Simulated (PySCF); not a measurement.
**Electron correlation in Sc⁺ (scandium, charge +1)**

[Ar] 4s1 5s1, high-spin 3S determinant (an excited configuration). All numbers are calculated (PySCF 2.14, the spin-free X2C one-electron Hamiltonian (Gaussian nucleus), in x2c-TZVPPall with one added diffuse shell each of s, p, d, f type (7s6p5d3f1g, 80 functions)). Frozen: [Ne]; 10 electrons correlated.

```csv
level,correlation energy (mhartree)
CCSD,-218.93
(T),-22.84
CCSD(T),-241.77
```

Diagnostics: T1 = 0.0082, D1 = 0.0355, largest double amplitude 0.281.

Q: Is a single reference adequate?

A: Not fully. The outer electron is Rydberg-like, and this basis confines it to a smaller radius and binds it less than a complete one would. A double-excitation amplitude exceeds 0.15, a sign of near-degeneracy.

This basis was not built for core-valence correlation, so the inner-shell part is incomplete.
